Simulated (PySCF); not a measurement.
# Electronic structure of I⁺ (iodine, charge +1) at the UHF level

Configuration: [Kr] 4d10 5s2 5p4, high-spin 3P determinant. Calculation: PySCF 2.14, in cc-pVTZ-PP with ECP28MDF (5s4p3d1f, 39 functions); scalar relativity through the core potential.

* Total energy: -294.309658 hartree
* One-electron energy: -505.1396 hartree
* Hartree (Coulomb) energy: 231.6223 hartree
* Exchange energy: -20.7923 hartree
* ⟨S²⟩: 2.0101
* ⟨L²⟩: 2.040
* Sum of ⟨r⟩: 29.03 bohr
* Sum of ⟨r²⟩: 49.34 bohr²
* Traceless quadrupole moment −½Σ⟨3z² − r²⟩ along its main axis: -2.50 e·bohr²
* Time after the integrals: 0.08 s of wall time on 1 thread of AMD EPYC 9R45 96-Core Processor (shared host)

```tsv
shell	electrons	mean orbital energy (hartree)	spread (hartree)	rms radius, mean of both spins (bohr)
4s α	1	-8.10396	0	0.796
4s β	1	-8.08668	0	0.796
4p α	3	-5.92818	0.02590	0.854
4p β	3	-5.91084	0.00381	0.854
4d α	5	-2.65369	0.02761	0.997
4d β	5	-2.64002	0.01496	0.997
5s α	1	-1.27946	0	2.09
5s β	1	-1.09137	0	2.09
5p α	3	-0.75240	0.06234	2.50
5p β	1	-0.67539	0	2.50
```

Energies and moments cover only the electrons outside the core potential.
